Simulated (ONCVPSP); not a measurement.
**selenium: what ONCVPSP 4.0.1 does with a changed input**

Command:

```bash
oncvpsp.x < Se.dat > Se.out
```

Input:

```
# ATOM AND REFERENCE CONFIGURATION
# atsym  z   nc   nv     iexc    psfile
  Se 34.00    3    5        4      upf
#
#   n    l    f
    1    0    2.00
    2    0    2.00
    2    1    6.00
    3    0    2.00
    3    1    6.00
    3    2   10.00
    4    0    2.00
    4    1    3.00
#
# PSEUDOPOTENTIAL AND OPTIMIZATION
# lmax
    3
#
#   l,   rc,      ep,       ncon, nbas, qcut
    0    1.10    0.00    4    7    9.20
    1    0.90    0.00    4    8   12.70
    2    0.90    0.00    4    9   17.30
    3    1.10    0.46    3    6   10.90
#
# LOCAL POTENTIAL
# lloc, lpopt,  rc(5),   dvloc0
    4    5    0.70    0.00
#
# VANDERBILT-KLEINMAN-BYLANDER PROJECTORs
# l, nproj, debl
    0    2    2.80
    1    2    2.30
    2    2    1.10
    3    1    1.90
#
# MODEL CORE CHARGE
# icmod, fcfact, rcfact
    1   20.00    0.00
#
# LOG DERIVATIVE ANALYSIS
# epsh1, epsh2, depsh
  -10.00    5.00    0.04
#
# OUTPUT GRID
# rlmax, drl
    6.00    0.01
#
# TEST CONFIGURATIONS
# ncnf
    4
# nvcnf
#   n    l    f
    5
    3    0    2.00
    3    1    6.00
    3    2   10.00
    4    0    2.00
    4    1    4.00
#
    5
    3    0    2.00
    3    1    6.00
    3    2   10.00
    4    0    2.00
    4    1    2.00
#
    5
    3    0    2.00
    3    1    6.00
    3    2   10.00
    4    0    2.00
    4    1    1.00
#
    5
    3    0    2.00
    3    1    6.00
    3    2   10.00
    4    0    1.00
    4    1    5.00
#
```

This is an input that runs to its end, with one change: model core set to icmod 1, fcfact 20.00, rcfact 0.00.

Q: How does the run end?

A: The program runs through. Ghost flags: none; the largest excitation error among the 4 tests with output is 3.56 meV, against 3.54 meV for the unchanged input. Messages: WARNING scattering state with energy 0.25000000; WARNING wellstate: negative energy specified for n= 4 l= 2; WARNING will be used for the first projector.

```
   4   1  2.0000   -0.93578866   -0.93570796    8.07D-05

    Total energies and differences
      AE_ref= -2.42956493D+03  AE_tst= -2.42881713D+03  dif=  7.48D-01
      PS_ref= -3.69557133D+02  PS_tst= -3.68809290D+02  dif=  7.48D-01
      PSP excitation error= -4.96D-05

Test configuration 3

   n   l     f        eae           eps        diff
   1   0  2.0000 -460.92534538
   2   0  2.0000  -60.41417354
   2   1  6.0000  -53.30244946
   3   0  2.0000   -9.18567668   -9.18623602   -5.59D-04
   3   1  6.0000   -6.96057891   -6.96033891    2.40D-04
   3   2 10.0000   -3.28692252   -3.28695529   -3.28D-05
   4   0  2.0000   -1.81255605   -1.81254460    1.14D-05
   4   1  1.0000   -1.33821102   -1.33809472    1.16D-04

    Total energies and differences
      AE_ref= -2.42956493D+03  AE_tst= -2.42768273D+03  dif=  1.88D+00
      PS_ref= -3.69557133D+02  PS_tst= -3.67674806D+02  dif=  1.88D+00
      PSP excitation error= -1.31D-04

Test configuration 4

   n   l     f        eae           eps        diff
   1   0  2.0000 -459.61634800
   2   0  2.0000  -59.12268290
   2   1  6.0000  -52.00836200
   3   0  2.0000   -7.90656837   -7.90832720   -1.76D-03
   3   1  6.0000   -5.68171960   -5.68227728   -5.58D-04
   3   2 10.0000   -2.01078580   -2.01124391   -4.58D-04
   4   0  1.0000   -0.66564782   -0.66577252   -1.25D-04
   4   1  5.0000   -0.26193158   -0.26190333    2.82D-05

    Total energies and differences
      AE_ref= -2.42956493D+03  AE_tst= -2.42956359D+03  dif=  1.34D-03
      PS_ref= -3.69557133D+02  PS_tst= -3.69555691D+02  dif=  1.44D-03
      PSP excitation error= -1.02D-04
```
